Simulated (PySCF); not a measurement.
# What a mistake does to a calculation on Ge2H6NO

These are calculations, not measurements. They come from PySCF 2.14.0, an open-source quantum chemistry program, on an isolated molecule that a program drew, which may never have been made. The molecule is Ge2H6NO (charge 0, doublet), drawn as the SMILES string `[NH2][GeH][O][GeH3]`.

Each row is a Hartree-Fock (HF) and frozen-core CCSD(T) single point in the cc-pVDZ basis, meant for a local HF minimum. Run 1 is clean. Each other run has one planted mistake out of seven kinds, and not every kind appears here: one electron removed, one electron added, multiplicity raised by two, geometry at a saddle point, minimal basis STO-3G, one bond length entered in bohr, all coordinates scaled. The reference is restricted for singlets and unrestricted otherwise, and also for a bond in bohr. Adding or removing an electron swaps singlet and doublet. Electrons count all cores. HOMO and LUMO are orbital energies over both spins, the gradient is its largest component, and the lowest frequency (negative if imaginary) is given only where the gradient is small. Bond lengths are over the 9 bonds as drawn. T1 is the CCSD diagnostic: over 0.02 (restricted) or 0.045 (unrestricted) a single reference is doubtful. Germanium has the cc-pVDZ-PP basis, with a core potential (ECP10MDF) in place of its 10 inner electrons, and its 3s, 3p and 3d shells are frozen in CCSD(T).

Geometry of the clean run:
```xyz
10
Ge2H6NO, angstrom
N     0.8153    0.2558    1.1370
Ge    1.2394   -1.4478    0.5708
O     0.1338   -1.7982   -0.7656
Ge   -0.6318   -0.8098   -2.0257
H    -0.0913    0.3513    1.5631
H     1.4944    0.6778    1.7484
H     2.6968   -1.3956    0.0493
H    -1.7612    0.0177   -1.4060
H    -1.1897   -1.7907   -3.0557
H     0.4123    0.1111   -2.6632
```

```
run,electrons,basis functions,<S^2>,HOMO (eV),LUMO (eV),gradient (hartree/bohr),lowest frequency (cm^-1),mean bond (Å),longest bond (Å),T1,HF (hartree),CCSD(T) (hartree),mistake
1,85,104,0.758,-8.59,1.43,1.8e-05,48,1.5046,1.845,0.0163,-719.57468,-720.17156,no fault
2,85,104,0.755,-8.07,2.06,8.9e-02,-,1.3857,1.699,0.0132,-719.49677,-720.07337,all coordinates scaled
3,86,104,0.000,-0.43,7.80,8.0e-02,-,1.5046,1.845,0.0166,-719.55394,-720.17794,one electron added
4,84,104,0.000,-16.15,-6.67,7.6e-02,-,1.5046,1.845,0.0240,-719.29332,-719.90080,one electron removed
5,85,104,3.761,-2.78,-0.83,8.3e-02,-,1.5046,1.845,0.0233,-719.34425,-719.91945,multiplicity raised by two
6,85,104,1.563,-8.69,1.14,2.1e-02,-,1.6041,1.902,0.0685,-719.44079,-720.03031,?
```

**Which mistake was planted in run 6, and what did it cost?**

The mean bond changes by a factor of 1.066 and the longest by 1.031, so the molecule wasn't scaled as a whole. A length L in bohr read as angstrom grows by (1/0.5292 - 1) L = 0.890 L. The 9 bonds together grew by 9 x 0.0995 = 0.896 Å, which gives L = 1.006 Å. That is the length of one of the H-N bonds, 1.007 Å in the clean geometry. So the mistake is: one bond length entered in bohr. Subtracting run 1 and multiplying by 627.51 kcal/mol a hartree, the energy moved by 84.0 kcal/mol in HF and 88.6 kcal/mol in CCSD(T).

Cautions from the logs. Run 4: T1 is over the limit, so its CCSD(T) energy is less reliable; run 6: T1 is over the limit, so its CCSD(T) energy is less reliable.
